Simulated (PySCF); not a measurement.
Species: CH3FO2Si.
Numbering: `[O:1]=[CH:2][O:3][SiH2:4][F:5]` (hydrogens: H6 on C2; H7, H8 on Si4)

Level of theory: PySCF, PBE0-D3(BJ)/def2-SVP geometry optimisation, gas phase.

Problem. Give the optimised bond lengths and angles.

Solution. 
```
          bond  length (Å)   order
         O1=C2       1.201  double
         C2–O3       1.328  single
        O3–Si4       1.711  single
        Si4–F5       1.613  single
         C2–H6       1.109  single
Si4–H7, Si4–H8       1.478  single
```

Bonds in one row agree within 0.01 Å and their mean is given. Orders are formal, as drawn. A selection of angles:
```
    angle  degrees
 O1–C2–O3    123.3
 O1–C2–H6    124.7
 O3–C2–H6    112.0
C2–O3–Si4    115.8
O3–Si4–F5    102.5
O3–Si4–H7    110.3
F5–Si4–H7    108.5
H7–Si4–H8    115.8
```

Torsions: O1–C2–O3–Si4 1° (synperiplanar); C2–O3–Si4–F5 179° (antiperiplanar).

The C–O distances run from 1.201 Å (O1=C2, drawn double) to 1.328 Å (C2–O3, drawn single), a spread of 0.127 Å. Si4 (fluorine-bound silicon) is distorted tetrahedral (angles from 102.5° to 115.8°). The 5 heavy atoms lie in one plane (0.007 Å rms).

Point group: Cs (tolerance 0.08 Å). Whether it is a minimum is left open (no frequencies). One conformer, not necessarily the lowest.

On one thread of an Arm Neoverse V2, shared host with 32 logical CPUs at a one-minute load of 22, this took 20 s of wall time and 0.38 GiB of memory at its peak. This is the geometry optimisation.
